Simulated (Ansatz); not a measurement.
`B1CC[SiH2]1` + `[SiH3]C1(S)CO1` → `S[SiH]1BCC1` + `[SiH3]C1CO1`  (redistribution)

Program: Ansatz. Geometries: PBE0-D4/def2-TZVP. ΔE: electronic, gas phase. CCSD(T)/CBS is the MP2 limit (def2-TZVPP, def2-QZVPP) plus CCSD(T) − MP2 in def2-TZVPP, frozen cores. Each species was taken in one conformer, which may not be the lowest.

```json
{"species": "`B1CC[SiH2]1`", "CCSD(T)/CBS(def2) energy (Eh)": "-394.13440"}
{"species": "`[SiH3]C1(S)CO1`", "CCSD(T)/CBS(def2) energy (Eh)": "-841.67702"}
{"species": "`S[SiH]1BCC1`", "CCSD(T)/CBS(def2) energy (Eh)": "-791.94811"}
{"species": "`[SiH3]C1CO1`", "CCSD(T)/CBS(def2) energy (Eh)": "-443.90262"}
```

Question: Work out ΔE.

Answer: ΔE = (-791.94811) + (-443.90262) − (-394.13440) − (-841.67702) = -0.03931 Eh = -103.2 kJ/mol.

Largest T1 diagnostic among the species: 0.013.

In def2-TZVPP, CCSD(T) changes the Hartree–Fock value by +11.0 kJ/mol (the triples alone add +2.7 kJ/mol) and MP2 by +9.0 kJ/mol. From PBE to PBE0 (25 % exact exchange), in def2-TZVPP and without D4, ΔE moves by −5.6 kJ/mol.
